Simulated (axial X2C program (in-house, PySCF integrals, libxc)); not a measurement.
## Low determinants of TaAs at the PBE0 level, 2c

Calculated with an in-house all-electron X2C program for linear molecules (integrals from PySCF). Two-component (2c) means X2C with spin–orbit coupling and atomic mean-field two-electron Coulomb and Gaunt terms. Basis: Ta dyall-cv3z [13s14p9d7f4g], As dyall-cv3z [9s9p6d4f1g] (cores contracted in-house); Gaussian nuclei, density fitting, unrestricted open shells. Masses: Ta 180.948 u, As 74.922 u.

Search at 2.264 Å (vertical energies from the lowest determinant):

```tsv
ΔE (eV)	state	electrons beyond evenly filled partner blocks	electrons in ±ω = 1/2, 3/2, 5/2, 7/2
0.00	Ω = 1	ω = -1/2, ω = 3/2	63 31 10 2
0.40	Ω = 0	none	64 30 10 2
0.42	Ω = 3	ω = 1/2, ω = 5/2	63 30 11 2
0.72	Ω = 2	ω = 1/2, ω = 3/2	63 31 10 2
1.14	Ω = 3	2 × ω = 3/2	64 30 10 2
1.16	Ω = 2	ω = -1/2, ω = 5/2	63 30 11 2
1.17	Ω = 1	ω = -3/2, ω = 5/2	62 31 11 2
```

Lowest determinant, Ω = 1 (⟨Sz⟩ = -0.98, ⟨Lz⟩ = 1.98 at PBE0): Re = 2.248 Å, ωe = 338.8 cm⁻¹.

The determinant in row 2 of the search, Ω = 0 (closed shell), was followed along the bond at PBE0; measured from the minimum of the lowest determinant it gives:

Te = 0.364 eV (2933 cm⁻¹), Re = 2.208 Å, ωe = 385.4 cm⁻¹.

Compare the bond of the determinant in row 2 with that of the lowest one.

At PBE0 its Re is 0.040 Å shorter and its force constant, which goes as ωe², is 1.29 times that of the lowest determinant. T0 ≈ Te + Δωe/2 = 2933 + (23) = 2956 cm⁻¹.

The search compares states at one distance, so a state with another bond length can lie lower; it is not exhaustive and yields mostly the lowest determinant of each block pattern, so other components and higher states of one pattern are missing. These are energies of single determinants, not of spin-adapted states; PBE0 term energies can be off by some tenths of an eV, and the functional has no current term. Open-shell Ω = 0 determinants with evenly filled partner blocks cannot be reached by this program, so the Ω shown need not be the lowest component. The lowest determinant need not be the ground state where others lie within half an eV.
